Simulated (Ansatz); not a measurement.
C₃H₄SSi (`C#C[SiH]1CS1`). The species carries charge 0 and has multiplicity 1.

Cartesian coordinates in Å:
```
C -0.714 1.322 -2.140
C -0.190 0.895 -1.141
Si 0.622 0.269 0.348
C 0.004 -1.275 1.123
S -0.430 0.226 2.144
H -1.182 1.698 -3.021
H 2.061 0.585 0.360
H -0.866 -1.772 0.705
H 0.695 -1.948 1.622
```

**Question.** What are the harmonic wavenumbers in cm⁻¹ at PBE0-D4/def2-TZVP (Ansatz, finite differences of forces, unscaled)? (Estimate.)

**Answer.** Computed: 120, 138, 317, 328, 514, 569, 611, 651, 733, 738, 763, 808, 864, 961, 1009, 1419, 2162, 2283, 3126, 3212, 3464.

**Question.** Is this a minimum?

**Answer.** Yes, all 21 modes are real.

**Question.** Give the ideal-gas thermochemistry at 298.15 K and 1 bar (rigid rotor, harmonic oscillator; point group C1, symmetry number 1).

**Answer.** Zero-point energy 148.3 kJ/mol; H(298) − E = 167.0 kJ/mol; entropy 328.3 J/(mol·K), of which translation 166.3, rotation 112.5, vibration 49.4; G(298) − E = 69.1 kJ/mol.

**Question.** And at 400, 500, 600, 800 and 1000 K?

**Answer.** 
```tsv
T (K)	H − E (kJ/mol)	S (J/mol/K)	G − E (kJ/mol)
400	178.1	360.2	34.0
500	190.6	388.2	-3.5
600	204.3	413.2	-43.6
800	234.4	456.2	-130.6
1000	266.9	492.5	-225.6
```
